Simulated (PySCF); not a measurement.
**Telling isomers of C5H4N4 apart by NMR**

PySCF calculation with geometry from GFN2-xTB and GIAO PBE0/pcSseg-1 shieldings; averaged over atoms made equivalent by symmetry, fast rotation or ring inversion, isolated molecule, non-relativistic Hamiltonian, a single conformation.

Scale: TMS for ¹H and ¹³C (reference shieldings calculated alike). Where no couplings were computed, multiplicities follow the n + 1 count of equivalent neighbours, and m marks all less simple cases (inequivalent or close neighbours, rings, F or P nearby). Shifts are as computed. Against solution values, carbons near 30 ppm lie about +3 ppm off and those near 130 ppm about +5 ppm. Of 1211 compounds with measured shifts, 218 miss one by over three times the rms of a fit or turn the order of signals round; such compounds aren't used in these exercises.

(1) Tabulate the signals of `C=Cn1ncc(C#N)n1`, `Cc1cnnnc1C#N`, `Cc1nncc(C#N)n1` and their relative energies.

(2) What is the quickest way to tell C=Cn1ncc(C#N)n1 from Cc1cnnnc1C#N?

(3) What is the quickest way to tell C=Cn1ncc(C#N)n1 from Cc1nncc(C#N)n1?

(4) What is the quickest way to tell Cc1cnnnc1C#N from Cc1nncc(C#N)n1?

Results:

(1) 
| SMILES | carbon types | δC | δH | E rel. (kcal/mol) |
| --- | --- | --- | --- | --- |
| C=Cn1ncc(C#N)n1 | 2×C 2×CH 1×CH2 | 147.4, 139.0, 127.7, 116.9, 115.4 | 8.07 (s, 1H), 7.52 (m, 1H), 6.78 (m, 1H), 5.65 (m, 1H) | 3.9 |
| Cc1cnnnc1C#N | 3×C 1×CH 1×CH3 | 154.0, 143.5, 141.1, 120.0, 18.2 | 9.35 (s, 1H), 2.61 (s, 3H) | 18.2 |
| Cc1nncc(C#N)n1 | 3×C 1×CH 1×CH3 | 173.1, 156.4, 139.2, 120.5, 26.8 | 9.69 (s, 1H), 3.28 (s, 3H) | 0.0 |

Energies are electronic energies at PBE0/pcSseg-1 on these geometries, without zero-point or thermal terms, each for the one conformer computed, which needn't be the lowest.

(2) Both give the same number of carbon signals, but DEPT or the intensities differ. The first has a terminal =CH2 carbon at 115.4 ppm, the second a methyl carbon on an aromatic ring (CH3) at 18.2 ppm. Their most deshielded carbons lie at 147.4 and 154.0 ppm. In the proton spectra the most deshielded non-exchanging signals are 8.07 (s, 1H) and 9.35 (s, 1H).

(3) Both give the same number of carbon signals, but DEPT or the intensities differ. The first has a terminal =CH2 carbon at 115.4 ppm, the second a methyl carbon on an aromatic ring (CH3) at 26.8 ppm. Their most deshielded carbons lie at 147.4 and 173.1 ppm. In the proton spectra the most deshielded non-exchanging signals are 8.07 (s, 1H) and 9.69 (s, 1H).

(4) Both give the same number of carbon signals, with the same numbers of each carbon type, so the positions decide. The first has a methyl carbon on an aromatic ring (CH3) at 18.2 ppm, the second a substituted aromatic carbon next to a ring nitrogen (C) at 173.1 ppm. Their most deshielded carbons lie at 154.0 and 173.1 ppm.
